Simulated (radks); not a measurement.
All-electron atom: the oxygen ion O+ in [He] 2s2 2p1 3d2 (not the ground configuration). Calculated with a radial shooting solver on a logarithmic mesh with Libxc functionals: scalar-relativistic Kohn-Sham, r2SCAN, spin-unpolarised, spherical densities, finite nucleus; meta-GGA in the generalised Kohn-Sham scheme; Fermi nuclear charge, rms radius 2.6991 fm. Some entries of the table are withheld. Estimate them.

orbital,occ.,eigenvalue (eV),<r> (bohr),<1/r> (bohr^-1)
1s,2,(1),(2),7.657
2s,2,-63.9997,0.9836,1.475
2p,1,-48.0896,0.9384,1.379
3s,0,-12.1451,3.119,0.4351
3p,0,-9.0632,3.455,0.3860
3d,2,(3),3.882,0.3146

Answer. 
(1) 1s eigenvalue (eV): -575.9882
(2) 1s <r> (bohr): 0.1985
(3) 3d eigenvalue (eV): -5.4483
